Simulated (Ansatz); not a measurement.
Total energies of (LiF)2 ring (Li₂F₂) from Ansatz at r2SCAN-D4/def2-TZVPD, gas phase (1 Eh = 27.2114 eV = 2625.5 kJ/mol). The reference geometry is relaxed at r2SCAN-D4/def2-TZVP.

```json
{"state": "charge 0 singlet", "geometry": "reference", "energy (Eh)": "-214.94063"}
{"state": "charge -1 doublet", "geometry": "reference", "energy (Eh)": "-214.93260"}
{"state": "free Li atom (doublet)", "geometry": "–", "energy (Eh)": "-7.47953"}
{"state": "free F atom (doublet)", "geometry": "–", "energy (Eh)": "-99.72844"}
```

Question: Work out the vertical electron affinity, to the doublet.

Answer: E(charge 0 singlet) − E(charge -1 doublet) = -214.94063 − (-214.93260) = -0.00803 Eh = -0.22 eV; negative, so the extra electron isn't bound.

Question: What is the binding energy per atom against free atoms?

Answer: Atoms: 2 × (-7.47953) + 2 × (-99.72844) = -214.41594 Eh. Binding: -214.41594 − (-214.94063) = 0.52469 Eh = 14.28 eV, or 3.57 eV for each of 4 atoms (no zero-point energy, no counterpoise term).

At r2SCAN-D4/def2-TZVPD the highest occupied level of the charge -1 doublet lies above zero (up to 1.40 eV). By energy differences it is unbound by 0.22 eV (vertical, to the charge 0 singlet, at r2SCAN-D4/def2-TZVPD) and held by the finite basis. At r2SCAN-D4/def2-TZVPD the gap within one spin of the charge -1 doublet nearly closes, so an electron or hole may be smeared out by delocalisation error.
